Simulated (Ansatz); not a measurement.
Born–Oppenheimer molecular dynamics of CH7FN2OSi (13 atoms, charge 0, multiplicity 1). It starts from a relaxed structure.

Theory: Ansatz 0.2.0, RKS PBE/STO-3G.

```json
{
 "ensemble": "NVT, Nosé–Hoover chain",
 "time step": "0.5 fs",
 "steps asked": "500",
 "set temperature": "200 K",
 "thermostat": "time constant 100 fs, chain length 3 (defaults)",
 "seed": "257873"
}
```

First frame:

```xyz
13
Properties=species:S:1:pos:R:3
Si 0.100 0.022 -0.127
N -0.061 -0.426 1.595
H -1.081 -0.378 1.888
H 0.390 0.338 2.177
N 1.836 0.304 -0.356
H 2.373 -0.585 -0.147
H 2.045 0.489 -1.377
O -0.590 1.507 -0.713
C -2.056 1.426 -0.713
H -2.507 1.413 0.314
H -2.439 2.339 -1.225
H -2.463 0.537 -1.263
F -0.607 -1.206 -0.971
```

How far do the bonds stretch over the last three quarters of this one trajectory? (Pairs bonded in most of those frames.)


| bond | mean (Å) | spread (Å) | shortest | longest |
| --- | --- | --- | --- | --- |
| Si1–N2 | 1.784 | 0.019 | 1.74 | 1.82 |
| Si1–N5 | 1.774 | 0.025 | 1.73 | 1.83 |
| Si1–O8 | 1.741 | 0.025 | 1.69 | 1.78 |
| Si1–F13 | 1.652 | 0.013 | 1.62 | 1.68 |
| N2–H3 | 1.062 | 0.015 | 1.03 | 1.11 |
| N2–H4 | 1.062 | 0.012 | 1.04 | 1.09 |
| N5–H6 | 1.060 | 0.018 | 1.02 | 1.10 |
| N5–H7 | 1.060 | 0.019 | 1.02 | 1.10 |
| O8–C9 | 1.471 | 0.012 | 1.44 | 1.49 |
| C9–H10 | 1.121 | 0.010 | 1.10 | 1.14 |
| C9–H11 | 1.117 | 0.020 | 1.08 | 1.15 |
| C9–H12 | 1.121 | 0.009 | 1.10 | 1.14 |

Mean temperature of the second half: 148 K. The conserved energy stayed within 0.17 meV per atom of its start (net change 0.11 meV per atom), so the integration is sound. The mean temperature of the second half is 26 % below the set value. A run of 0.25 ps of so small a system gives no equilibrium averages. Limits of this set-up: minimal basis.

Run time: 24 min on 1 thread of Intel(R) Xeon(R) Platinum 8375C CPU @ 2.90GHz (Ice Lake), with other jobs on the host, peak memory 0.12 GiB.
